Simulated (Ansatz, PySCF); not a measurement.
Breaking a bond: GaH, singlet.

Levels of theory: UKS-B3LYP = unrestricted B3LYP/aug-cc-pVQZ (Ansatz, a first-principles code); RKS-B3LYP/3-21G = restricted B3LYP/3-21G in PySCF; RMP2/6-31G* = PySCF with restricted MP2 (frozen core)/6-31G*, spherical d; FCI = full CI/aug-cc-pVQZ, cores with 3d frozen (Ansatz).

Energies relative to the lowest point of each curve near equilibrium, in kJ/mol:

| R / Å | UKS-B3LYP | RKS-B3LYP/3-21G | RMP2/6-31G* |
|---|---|---|---|
| 1.27 | 139.8 | 125.1 | 146.7 |
| 1.32 | 99.1 | 90.1 | 103.9 |
| 1.43 | 40.2 | 38.5 | 41.9 |
| 1.63 | 1.3 | 1.7 | 1.2 |
| 1.81 | 5.9 | 4.7 | 7.0 |
| 1.82 | 6.8 | 5.5 | 8.0 |
| 2.28 | 75.9 | 77.9 | 87.4 |
| 2.99 | 191.9 | 205.2 | 223.9 |
| 3.35 | 227.8 | 257.1 | 279.0 |
| 3.69 | 248.7 | 298.0 | 320.9 |
| 4.13 | 265.4 | 340.2 | 360.0 |
| 6.64 | 287.7 | 434.4 | 323.3 |

**Question.** Predict the corresponding FCI column.

**Answer.** 1.27: 148.4; 1.32: 105.7; 1.43: 43.5; 1.63: 1.6; 1.81: 5.6; 1.82: 6.5; 2.28: 76.6; 2.99: 189.4; 3.35: 229.0; 3.69: 254.5; 4.13: 273.2; 6.64: 287.2 (kJ/mol).

The unrestricted determinant behind UKS-B3LYP is spin-contaminated at 2.99 to 6.64 Å (<S²> up to 1.0, against 0.00 for a pure singlet). The restricted form behind RKS-B3LYP/3-21G, RMP2/6-31G* keeps the bonding electrons paired and can't separate into open-shell fragments.
